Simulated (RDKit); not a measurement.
Input file for RDKit: MMFF94 on FH2NSi (SMILES N[Si]F), a point of a torsion scan.

```python
from rdkit import Chem
from rdkit.Chem import AllChem, rdDetermineBonds

blocks = [
'''5

N    -0.69402831   -0.09593533    0.23667807
Si    0.87997955   -0.78809797    0.37959479
F     1.19014757   -0.17292362    1.87224254
H    -0.82575757    0.90540998    0.28002411
H    -1.31958970   -0.47855155   -0.45585987
''',
]
mol = None
for b in blocks:
    f = Chem.MolFromXYZBlock(b)
    rdDetermineBonds.DetermineBonds(f, charge=0)
    mol = f if mol is None else Chem.CombineMols(mol, f)
Chem.SanitizeMol(mol)
print(Chem.MolToSmiles(Chem.RemoveHs(mol)))
ff = AllChem.MMFFGetMoleculeForceField(mol, AllChem.MMFFGetMoleculeProperties(mol), nonBondedThresh=100.0, ignoreInterfragInteractions=False)
e = ff.CalcEnergy()
print(f'MMFF94 energy {e:.6f} kcal/mol')
```

Program output:

```
[NH2+]=[Si-]F
MMFF94 energy -17.822912 kcal/mol
```

The run finished.

Cost: about 0.020 core-seconds (a rough figure).
